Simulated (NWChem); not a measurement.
One site exchanged: Si, Ge, Hf, Ti

Each species was optimised at PBE0/def2-SVP with NWChem, gas phase unless a solvent is named. This build's default masses of Se (78.918 u) and Br (79.917 u) are each other's, which moves their modes by up to 0.6 %. For some, no frequency run checked for a minimum. def2 effective core potentials on Hf; no spin-orbit coupling.

A: [SiH3]Br (SiH₃Br)
B: [GeH3][Br] (GeH3Br)
C: [HfH3][Br] (HfH$_{3}$Br)
D: [TiH3][Br] (TiH3Br)

| quantity | A (Si) | B (Ge) | C (Hf) | D (Ti) |
|---|---|---|---|---|
| Pauling electronegativity of the site (pymatgen's table) | 1.90 | 2.01 | 1.30 | 1.54 |
| electrons in the molecule | 52 | 70 | 110 | 60 |
| dipole (D), PBE0/def2-SVP | 1.38 | 1.90 | 0.50 | 0.52 |
| orbital gap (eV), PBE0/def2-SVP | 8.26 | 7.68 | 6.32 | 5.97 |
| static polarisability, PBE/def2-SVPD (bohr³) | 52.2 | 56.3 | 71.8 | 67.5 |
| lowest singlet excitation, PBE/def2-SVPD, TDA (eV) | 5.99 | 5.51 | 4.03 | 3.12 |

“Dipole (D), PBE0/def2-SVP” runs from 0.50 in C (Hf) to 1.90 in B (Ge). “Orbital gap (eV), PBE0/def2-SVP” runs from 5.97 in D (Ti) to 8.26 in A (Si), in no step with either the site's electronegativity or the electron count. “Static polarisability, PBE/def2-SVPD (bohr³)” runs from 52.2 in A (Si) to 71.8 in C (Hf), in no step with either the site's electronegativity or the electron count. “Lowest singlet excitation, PBE/def2-SVPD, TDA (eV)” runs from 3.12 in D (Ti) to 5.99 in A (Si), in no step with either the site's electronegativity or the electron count. The order by orbital gap (eV) is the same as the order by lowest singlet excitation.

These are trends among computed rows of three or four species; they are not measurements.
